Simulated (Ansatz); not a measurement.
A nudged elastic band was laid between two geometries of CH2OSSi (6 atoms, charge 0, multiplicity 1).

The calculation used Ansatz 0.2.0, RKS B3LYP-D4/def2-SVP.

| Property | Result |
| --- | --- |
| movable images | 9 |
| climbing image | yes |
| spring | 5.0 eV/Å² |
| optimiser | quadratic models (default) |
| start path | through a guess of the saddle point |
| force threshold | 0.03 eV/Å |
| iteration limit | 60 |
| end points | relaxed |

First end point:

```xyz
6
Properties=species:S:1:pos:R:3
Si 0.377 1.026 -0.380
C -0.016 -0.599 0.258
O 0.139 -1.349 1.320
S -0.120 -2.295 -0.218
H -0.408 1.178 -1.636
H 0.027 2.039 0.656
```

Last end point:

```xyz
6
Properties=species:S:1:pos:R:3
Si 0.928 1.182 -0.227
C -0.535 -0.075 -0.429
O -0.796 -0.830 0.698
S 0.804 -1.243 0.006
H -1.122 -0.337 -1.324
H 0.722 1.302 1.277
```

(1) Which bonds break or form, and what moves?

(2) Give the energies along the band, and the barrier.

(3) What is the geometry of the highest image?

(4) What are the harmonic wavenumbers there?

Results:

(1) Bonds broken: Si1–H5. Bonds formed: Si1–S4, C2–H5.

(2) The forces met the threshold. The highest image is number 3 of 0 to 10, 60.2 kJ/mol above the first end and 97.8 kJ/mol above the last; the last end lies 37.6 kJ/mol below the first. A vibrational analysis at the climbing image gives one clearly imaginary mode, 680i cm⁻¹: a first-order saddle point. The orbitals stay closed-shell, which can raise the energy where a bond breaks towards radicals; this wasn't checked here.

| image | path coordinate (Å) | energy (kJ/mol) | Si1–H5 (Å) | Si1–S4 (Å) | C2–H5 (Å) |
| --- | --- | --- | --- | --- | --- |
| 0 | 0.00 | 0.0 | 1.49 | 3.36 | 2.63 |
| 1 | 0.46 | 13.4 | 1.50 | 3.37 | 2.33 |
| 2 | 0.92 | 42.1 | 1.53 | 3.41 | 2.02 |
| 3 | 1.39 | 60.2 | 1.63 | 3.46 | 1.61 |
| 4 | 1.77 | 42.3 | 1.88 | 3.48 | 1.23 |
| 5 | 2.15 | 28.2 | 2.25 | 3.45 | 1.13 |
| 6 | 2.54 | 16.7 | 2.55 | 3.31 | 1.11 |
| 7 | 2.92 | 9.2 | 2.64 | 3.15 | 1.10 |
| 8 | 3.31 | -5.0 | 2.69 | 2.96 | 1.10 |
| 9 | 3.69 | -25.0 | 2.74 | 2.71 | 1.10 |
| 10 | 4.07 | -37.6 | 2.78 | 2.44 | 1.10 |

(3) 
```xyz
6
Properties=species:S:1:pos:R:3
Si 0.712 1.252 -0.539
C 0.191 -0.416 0.103
O -0.366 -1.058 1.068
S 0.068 -2.139 -0.362
H -0.651 0.466 -0.949
H 0.046 1.894 0.678
```

(4) 680i, 208, 383, 418, 477, 560, 731, 774, 927, 1426, 1775, 2038 cm⁻¹.

Run time: 2.1 min on 1 thread of AMD EPYC 9R45 96-Core Processor (Zen 5), with other jobs on the host, peak memory 0.18 GiB.
